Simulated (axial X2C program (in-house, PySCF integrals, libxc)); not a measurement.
SrSe⁻ at several levels of theory

All values were computed with an in-house all-electron X2C program for linear molecules (integrals from PySCF). Spin-free means the one-electron spin-free X2C Hamiltonian; two-component (2c) means X2C with spin–orbit coupling and atomic mean-field two-electron Coulomb and Gaunt terms, so the difference of the two also holds small scalar two-electron terms. Basis: Sr dyall-acv3z [14s13p9d6f1g], Se dyall-acv3z [9s10p7d5f1g] (cores contracted in-house); Gaussian nuclei, density fitting, unrestricted open shells. Masses: Sr 87.906 u, Se 79.917 u.

State, spin-free: M_S = 1/2, Λ = 0 (beyond evenly filled blocks: σα); electrons by block: σα: 17, σβ: 16, π+α: 8, π+β: 8, π-α: 8, π-β: 8, δ+α: 2, δ+β: 2, δ-α: 2, δ-β: 2. Fragments: Sr + Se-.

State, 2c: Ω = 1/2 (⟨Sz⟩ = 0.50, ⟨Lz⟩ = 0.00 at PBE0); electrons by block: 1/2: 25, -1/2: 24, 3/2: 10, -3/2: 10, 5/2: 2, -5/2: 2. Fragments: Sr + Se-.

```json
{"Hamiltonian": "spin-free", "level": "PBE0", "Re (Å)": "2.659", "ωe (cm⁻¹)": "240.6", "Be (cm⁻¹)": "0.05694", "αe (cm⁻¹)": "0.000173", "De (eV)": "2.54", "D0 (eV)": "2.52", "μ (D)": "-2.81"}
{"Hamiltonian": "spin-free", "level": "HF", "Re (Å)": "2.720", "ωe (cm⁻¹)": "241.0", "Be (cm⁻¹)": "0.05443", "αe (cm⁻¹)": "0.000144", "De (eV)": "1.69", "D0 (eV)": "1.68", "μ (D)": "-4.06"}
{"Hamiltonian": "spin-free", "level": "MP2", "Re (Å)": "2.743", "ωe (cm⁻¹)": "227.4", "Be (cm⁻¹)": "0.05351", "αe (cm⁻¹)": "0.000157", "De (eV)": "2.45", "D0 (eV)": "2.43", "μ (D)": "n/a"}
{"Hamiltonian": "spin-free", "level": "CCSD", "Re (Å)": "2.736", "ωe (cm⁻¹)": "230.8", "Be (cm⁻¹)": "0.05379", "αe (cm⁻¹)": "0.000162", "De (eV)": "2.11", "D0 (eV)": "2.10", "μ (D)": "n/a"}
{"Hamiltonian": "spin-free", "level": "CCSD(T)", "Re (Å)": "2.747", "ωe (cm⁻¹)": "224.9", "Be (cm⁻¹)": "0.05335", "αe (cm⁻¹)": "0.000167", "De (eV)": "2.24", "D0 (eV)": "2.23", "μ (D)": "n/a"}
{"Hamiltonian": "spin-free", "level": "PW91", "Re (Å)": "2.669", "ωe (cm⁻¹)": "232.3", "Be (cm⁻¹)": "0.05654", "αe (cm⁻¹)": "0.00018", "De (eV)": "2.67", "D0 (eV)": "2.66", "μ (D)": "-2.39"}
{"Hamiltonian": "2c", "level": "PBE0", "Re (Å)": "2.660", "ωe (cm⁻¹)": "239.9", "Be (cm⁻¹)": "0.05691", "αe (cm⁻¹)": "0.000175", "De (eV)": "2.50", "D0 (eV)": "2.49", "μ (D)": "-2.79"}
{"Hamiltonian": "2c", "level": "PW91", "Re (Å)": "2.670", "ωe (cm⁻¹)": "231.5", "Be (cm⁻¹)": "0.0565", "αe (cm⁻¹)": "0.000182", "De (eV)": "2.64", "D0 (eV)": "2.62", "μ (D)": "-2.37"}
```

Correlated methods: 9 electrons correlated (number of frozen shells: Sr 4 s, 3 p, 1 d; Se 3 s, 2 p, 1 d), 341 virtual spin orbitals or spinors in MP2, 90 natural virtuals in coupled cluster.

Dipoles are positive if Se is the positive end and refer to the centre of mass.

The state is a single determinant with fixed occupations, the lowest that a limited PBE0 search found. Dissociation energies refer to the lowest single-determinant-based atoms at the same level and basis. Density functionals use the spin component along the axis (collinear). CCSD and (T) use frozen natural virtuals with an MP2 correction for the truncation; (T) itself is uncorrected, so its De runs slightly low. The functionals have no current-density term, which raises determinants with orbital currents, atoms included. The outer-core s and p shells of the metal are frozen in the correlated rows, which leaves out core–valence correlation; for alkali and alkaline-earth bonds that tends to lengthen them. Some points did not converge and are left out. The highest occupied level of some functionals is positive through self-interaction error; at Hartree–Fock it is bound. With the outer-core shells frozen, correlated bond lengths of heavy atoms tend to come out a few hundredths of an ångström too long. Hartree–Fock gets electron affinities wrong, so its lowest charge split need not be the true one.

No reliable constants came from CCSD (2c), CCSD(T) (2c), HF (2c), MP2 (2c): no minimum in range, unconverged points, a curve that is not smooth, a change of character along it, or the two Hamiltonians disagreeing along it.

Rough cost a point (2c) on 1 thread(s) of a shared host, integrals apart: PBE0 2.2 s, PW91 0.8 s.

The whole task took 4.3 min on 1 thread of Arm Neoverse V1, with other jobs on the host.
